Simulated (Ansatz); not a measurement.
Reaction (silylene formation by 1,1-elimination): `N[SiH](F)P` → `N[Si]F` + PH₃

Isolated molecules relaxed with PBE0-D4/def2-TZVP in Ansatz; ΔE leaves out vibrations. CCSD(T)/CBS is the MP2 limit (def2-TZVPP, def2-QZVPP) plus CCSD(T) − MP2 in def2-TZVPP, frozen cores. This one scheme is used for every species. Functionals use def2-TZVPP. B3LYP here is the variant with VWN-RPA as its local correlation; programs differ in this. HSE06 is defined as in plane-wave codes. One conformer a species, not always the lowest.

```csv
level,ΔE (kcal/mol),difference from CCSD(T)/CBS
LDA (SPW92),41.2,4.0
PBE-D4,36.4,-0.8
revPBE-D4,35.9,-1.3
BLYP-D4,31.2,-6.0
B97M-V,37.0,-0.2
PBE0-D4,39.7,2.5
B3LYP-D4,34.6,-2.6
r2SCANh-D4,40.9,3.7
r2SCAN0-D4,41.8,4.6
HSE06-D4,39.7,2.5
BHLYP-D4,38.1,0.9
ωB97X-V,38.6,1.4
B2PLYP,34.2,-3.0
PBE-QIDH,41.0,3.8
PBE,34.3,-2.9
revPBE,31.1,-6.1
BLYP,26.7,-10.5
PBE0,37.9,0.7
B3LYP,31.1,-6.1
r2SCANh,40.4,3.2
r2SCAN0,41.2,4.0
HSE06,37.9,0.7
BHLYP,35.2,-2.0
CAM-B3LYP,33.9,-3.3
LC-ωPBE,40.4,3.2
RPA@PBE/def2-TZVPP,31.1,-6.1
HF/def2-SVP,32.3,-4.9
MP2/def2-SVP,34.7,-2.5
CCSD/def2-SVP,30.6,-6.6
CCSD(T)/def2-SVP,30.7,-6.5
HF/def2-TZVPP,34.0,-3.2
MP2/def2-TZVPP,38.9,1.7
SCS-MP2/def2-TZVPP,36.2,-1.0
CCSD/def2-TZVPP,35.0,-2.2
CCSD(T)/def2-TZVPP,35.4,-1.8
HF/def2-QZVPP,33.9,-3.3
MP2/def2-QZVPP,39.9,2.7
SCS-MP2/def2-QZVPP,37.3,0.1
HF/CBS(def2),33.9,-3.3
MP2/CBS(def2),40.7,3.5
CCSD(T)/CBS,37.2,0
```

Largest T1 diagnostic among the species: 0.014.

The D4 term adds +3.5 kcal/mol with B3LYP and +1.9 kcal/mol with PBE0; it sums over pairs of atoms, weighted by their polarisabilities, and B3LYP, whose exchange is more repulsive, gets the larger term. In def2-TZVPP, CCSD(T) changes the Hartree–Fock value by +1.4 kcal/mol (the triples alone add +0.4 kcal/mol) and MP2 by +4.9 kcal/mol.
